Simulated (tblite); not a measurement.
Record of a relaxation.

Species: C6H11BN2O.
Atom-mapped SMILES: `[CH2:1]=[CH:2]/[C:3](=[N:4]\[B:5]([CH3:6])[CH3:7])[C:8]([NH2:9])=[O:10]` (hydrogens: H11, H12 on C1; H13 on C2; H14, H15, H16 on C6; H17, H18, H19 on C7; H20, H21 on N9)

Computed with GFN2-xTB (tblite), gas phase: L-BFGS steps from a force-field or distance-geometry start until the largest atomic force falls under 0.01 eV/Å. 7 of its 80 geometries are shown.

Step 0: E = -803.3027 eV, largest atomic force 3.649 eV/Å
```
atom  x, y, z in Å  |  force x, y, z in eV/Å
C1     -0.289    1.698    1.720   -2.159   1.044   1.184
C2      0.856    1.337    1.241    2.577   0.349   0.350
C3      1.181    0.322    0.270   -0.582  -1.442  -1.057
N4      0.359   -0.416   -0.365   -3.152   0.852   1.025
B5     -1.138   -0.419   -0.186    2.080  -1.170  -1.408
C6     -2.142    0.360   -1.130    0.120   0.895   0.083
C7     -1.722   -1.740    0.494    0.739  -0.495  -0.477
C8      2.605    0.145   -0.053    3.557   0.611   0.541
N9      3.023   -0.831   -1.015   -0.806   0.144   0.713
O10     3.426    0.882    0.562   -1.405  -1.777  -2.211
H11    -0.298    2.495    2.471   -0.199  -0.317  -0.297
H12    -1.271    1.321    1.468    0.189  -0.221  -0.187
H13     1.728    1.870    1.677   -0.308  -0.555  -0.581
H14    -1.755    1.339   -1.461   -0.202  -0.348   0.111
H15    -2.370   -0.202   -2.042   -0.005   0.037   0.380
H16    -3.075    0.539   -0.570    0.268  -0.085  -0.469
H17    -1.061   -1.954    1.351   -0.870  -0.312  -0.109
H18    -1.618   -2.604   -0.233    0.039   0.967   0.800
H19    -2.790   -1.680    0.712    0.436  -0.029   0.385
H20     3.729   -0.638   -1.750   -0.623  -0.168   1.397
H21     2.611   -1.804   -1.007    0.307   2.019  -0.175
```

Step 13: E = -804.7379 eV, largest atomic force 0.380 eV/Å
```
atom  x, y, z in Å  |  force x, y, z in eV/Å
C1     -0.237    1.710    1.777   -0.079   0.064   0.006
C2      0.970    1.339    1.366   -0.157   0.247   0.093
C3      1.176    0.319    0.336   -0.146   0.188   0.080
N4      0.229   -0.293   -0.224   -0.175  -0.024  -0.061
B5     -1.109   -0.532   -0.298    0.009  -0.047  -0.131
C6     -2.111    0.340   -1.192   -0.043   0.135  -0.072
C7     -1.678   -1.800    0.477   -0.079  -0.184   0.024
C8      2.598    0.191   -0.110    0.102   0.001  -0.170
N9      2.871   -0.752   -1.037   -0.148  -0.137   0.114
O10     3.460    0.957    0.265    0.160   0.248   0.139
H11    -0.418    2.527    2.463    0.163  -0.208  -0.054
H12    -1.117    1.204    1.397    0.083   0.046   0.067
H13     1.879    1.827    1.687   -0.047  -0.021   0.087
H14    -1.712    1.304   -1.483    0.225   0.119   0.024
H15    -2.428   -0.137   -2.115    0.110  -0.268   0.014
H16    -3.024    0.538   -0.637   -0.033  -0.055   0.101
H17    -1.128   -2.044    1.380    0.069   0.082   0.093
H18    -1.637   -2.686   -0.148    0.025  -0.061  -0.168
H19    -2.719   -1.661    0.740   -0.132   0.026   0.085
H20     3.832   -0.769   -1.320    0.231  -0.249  -0.170
H21     2.295   -1.565   -1.168   -0.140   0.099  -0.101
```

Step 26: E = -804.8642 eV, largest atomic force 0.128 eV/Å
```
atom  x, y, z in Å  |  force x, y, z in eV/Å
C1     -0.241    1.724    1.815    0.018   0.036   0.008
C2      0.961    1.395    1.359    0.035  -0.001  -0.032
C3      1.172    0.413    0.295   -0.007  -0.004  -0.032
N4      0.236   -0.260   -0.219    0.003   0.022   0.107
B5     -1.091   -0.556   -0.289   -0.020  -0.008  -0.005
C6     -2.063    0.320   -1.210    0.036  -0.025  -0.026
C7     -1.680   -1.836    0.472    0.030   0.013  -0.021
C8      2.612    0.263   -0.153   -0.053  -0.025   0.019
N9      2.838   -0.811   -0.938   -0.083  -0.028  -0.065
O10     3.490    1.025    0.201   -0.100  -0.077  -0.019
H11    -0.380    2.465    2.579    0.019   0.070   0.090
H12    -1.134    1.267    1.421   -0.001  -0.070  -0.017
H13     1.867    1.855    1.723   -0.004   0.020   0.032
H14    -1.618    1.264   -1.512    0.008  -0.020  -0.020
H15    -2.340   -0.221   -2.112   -0.007  -0.008  -0.003
H16    -2.986    0.539   -0.675    0.041  -0.021  -0.045
H17    -1.120   -2.074    1.374   -0.012  -0.004  -0.005
H18    -1.648   -2.716   -0.167    0.059   0.016  -0.044
H19    -2.724   -1.694    0.744    0.060   0.044   0.018
H20     3.771   -0.979   -1.280   -0.064   0.005  -0.021
H21     2.070   -1.370   -1.274    0.043   0.066   0.080
```

Step 40: E = -804.9193 eV, largest atomic force 0.101 eV/Å
```
atom  x, y, z in Å  |  force x, y, z in eV/Å
C1     -0.189    1.794    1.959    0.026   0.028   0.021
C2      1.005    1.510    1.450   -0.022   0.025  -0.046
C3      1.158    0.519    0.386   -0.020  -0.059   0.027
N4      0.189   -0.136   -0.074   -0.018  -0.097  -0.023
B5     -1.069   -0.559   -0.293   -0.065   0.018   0.072
C6     -1.977    0.232   -1.335    0.000   0.032  -0.022
C7     -1.619   -1.863    0.441    0.008  -0.074  -0.027
C8      2.548    0.261   -0.145    0.013   0.078   0.006
N9      2.601   -0.796   -0.984    0.049   0.057   0.064
O10     3.504    0.940    0.162    0.045  -0.049  -0.016
H11    -0.336    2.503    2.755    0.057   0.041  -0.025
H12    -1.072    1.304    1.573    0.056   0.012   0.080
H13     1.920    1.988    1.769   -0.033  -0.037   0.035
H14    -1.485    1.134   -1.686   -0.039   0.058  -0.057
H15    -2.234   -0.368   -2.203   -0.024  -0.039   0.020
H16    -2.905    0.519   -0.847   -0.036   0.018  -0.081
H17    -1.036   -2.133    1.317   -0.004   0.003  -0.002
H18    -1.582   -2.702   -0.250   -0.011  -0.080  -0.005
H19    -2.658   -1.752    0.743    0.039   0.037  -0.008
H20     3.474   -1.080   -1.394    0.014   0.034  -0.004
H21     1.756   -1.300   -1.191   -0.035  -0.008  -0.010
```

Step 53: E = -804.9449 eV, largest atomic force 0.147 eV/Å
```
atom  x, y, z in Å  |  force x, y, z in eV/Å
C1     -0.127    1.855    2.068    0.040   0.052   0.037
C2      1.034    1.538    1.508   -0.017  -0.040  -0.027
C3      1.131    0.524    0.464   -0.020   0.050  -0.137
N4      0.136   -0.087   -0.004    0.008   0.004   0.064
B5     -1.086   -0.555   -0.299   -0.037   0.007  -0.020
C6     -1.956    0.185   -1.419    0.012  -0.028   0.004
C7     -1.595   -1.897    0.403   -0.023   0.021  -0.013
C8      2.499    0.257   -0.117    0.074  -0.080   0.020
N9      2.501   -0.780   -0.979   -0.056  -0.051  -0.034
O10     3.483    0.900    0.175    0.073   0.077   0.037
H11    -0.202    2.620    2.817   -0.035   0.043   0.088
H12    -1.038    1.352    1.778    0.048   0.033   0.011
H13     1.968    2.017    1.771   -0.037  -0.024  -0.005
H14    -1.456    1.057   -1.834    0.021  -0.044   0.012
H15    -2.178   -0.496   -2.237   -0.045   0.020  -0.013
H16    -2.907    0.522   -1.010    0.018  -0.066   0.000
H17    -0.991   -2.176    1.263   -0.015   0.023  -0.012
H18    -1.569   -2.730   -0.297   -0.023   0.007  -0.021
H19    -2.624   -1.787    0.733   -0.020  -0.034   0.011
H20     3.340   -1.062   -1.457    0.012   0.051   0.033
H21     1.627   -1.240   -1.174    0.019  -0.021  -0.036
```

Step 66: E = -804.9625 eV, largest atomic force 0.083 eV/Å
```
atom  x, y, z in Å  |  force x, y, z in eV/Å
C1     -0.046    1.941    2.186    0.014  -0.014   0.015
C2      1.062    1.591    1.540   -0.023   0.001   0.001
C3      1.083    0.575    0.491    0.003  -0.027   0.047
N4      0.063   -0.024    0.068   -0.036   0.005  -0.008
B5     -1.099   -0.572   -0.318    0.078   0.028   0.000
C6     -1.931    0.101   -1.504   -0.001   0.019   0.004
C7     -1.598   -1.927    0.365    0.006   0.006  -0.003
C8      2.444    0.253   -0.095   -0.002   0.059  -0.020
N9      2.416   -0.770   -0.974    0.031   0.060   0.009
O10     3.450    0.859    0.204   -0.021  -0.028   0.013
H11    -0.045    2.694    2.955    0.005  -0.012  -0.009
H12    -0.991    1.469    1.962    0.039   0.031  -0.014
H13     2.023    2.039    1.755   -0.045  -0.026  -0.032
H14    -1.411    0.944   -1.952    0.006  -0.002  -0.010
H15    -2.152   -0.616   -2.291   -0.008   0.000   0.020
H16    -2.882    0.468   -1.126   -0.021  -0.018  -0.013
H17    -0.977   -2.217    1.208   -0.020  -0.029  -0.002
H18    -1.587   -2.741   -0.358    0.005  -0.007   0.013
H19    -2.622   -1.833    0.718    0.004   0.015  -0.001
H20     3.257   -1.029   -1.459    0.009  -0.034  -0.011
H21     1.535   -1.188   -1.219   -0.021  -0.024   0.000
```

Step 79: E = -804.9649 eV, largest atomic force 0.010 eV/Å
```
atom  x, y, z in Å  |  force x, y, z in eV/Å
C1     -0.025    1.958    2.214   -0.004   0.000   0.000
C2      1.067    1.600    1.549    0.001  -0.003   0.004
C3      1.073    0.585    0.501    0.001   0.002  -0.003
N4      0.047   -0.007    0.082    0.000   0.000   0.000
B5     -1.095   -0.577   -0.325    0.001   0.000   0.001
C6     -1.926    0.083   -1.521    0.003  -0.002   0.001
C7     -1.596   -1.934    0.353   -0.002   0.001   0.002
C8      2.430    0.261   -0.093    0.002  -0.003   0.003
N9      2.393   -0.742   -0.993    0.002  -0.001  -0.005
O10     3.443    0.849    0.222    0.000  -0.002  -0.001
H11    -0.005    2.708    2.985    0.008   0.004   0.000
H12    -0.978    1.501    1.999   -0.006  -0.004  -0.007
H13     2.035    2.038    1.748    0.001   0.003   0.007
H14    -1.405    0.918   -1.981   -0.005  -0.001  -0.005
H15    -2.144   -0.649   -2.295   -0.002   0.004   0.001
H16    -2.881    0.452   -1.153    0.002  -0.008   0.000
H17    -0.979   -2.235    1.196   -0.003  -0.002   0.001
H18    -1.594   -2.748   -0.369    0.000   0.006  -0.001
H19    -2.618   -1.829    0.707   -0.002  -0.002   0.003
H20     3.236   -1.034   -1.455    0.000   0.001  -0.002
H21     1.514   -1.178   -1.217    0.000   0.007   0.002
```

Task: Summarise the path.

Result: The energy falls by 1.6622 eV from step 0 to step 79; nine tenths of that is first reached at step 17. It falls at every step. The largest force goes from 3.649 to 0.010 eV/Å. Among the bonds N4–B5 changes most, from 1.508 to 1.339 Å; the atoms move by 0.564 Å rms after alignment.

What follows is the cost of the whole relaxation. Hardware: Intel Xeon Platinum 8259CL at 2.50 GHz, one thread (shared host). Cost: 1.1 s wall.
